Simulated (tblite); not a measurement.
Computed with GFN2-xTB (tblite): harmonic, unscaled wavenumbers at the GFN2-xTB geometry, gas phase. Against measured fundamentals such values can be off by several per cent, at times by over 20. Modes of hydrogen on silicon can be 10 to 20 % off. One conformer each. Thermal functions are those of the rigid rotor and harmonic oscillator, without mixing of conformers.

Question: Order these by their ideal-gas entropy at 200 K and 1 bar, highest first (cal/(mol K)).
A. `C=Cc1c[c+]1C=C`
B. `C=C(C)[SiH3]`
C. `C#C[SiH2]/C=N\C`
D. `[H]/N=C\CC#C[SiH3]`

Answer: D (81.4), C (78.8), A (75.7), B (69.3).

| SMILES | atoms | mass (u) | symmetry number | modes under 300 cm⁻¹ | ZPE (kcal/mol) | S translation (cal/(mol K)) | S rotation | S vibration | S | Cp |
| --- | --- | --- | --- | --- | --- | --- | --- | --- | --- | --- |
| [H]/N=C\CC#C[SiH3] | 13 | 97.03 | 1 | 5 | 56.9 | 37.7 | 26.8 | 17.0 | 81.4 | 23.7 |
| C#C[SiH2]/C=N\C | 13 | 97.03 | 1 | 6 | 57.7 | 37.7 | 26.5 | 14.6 | 78.8 | 24.1 |
| C=Cc1c[c+]1C=C | 14 | 91.05 | 1 | 5 | 67.9 | 37.5 | 26.4 | 11.9 | 75.7 | 21.6 |
| C=C(C)[SiH3] | 12 | 72.04 | 1 | 3 | 58.0 | 36.8 | 24.3 | 8.2 | 69.3 | 18.7 |

Entropies and Cp are for 200 K and 1 bar.
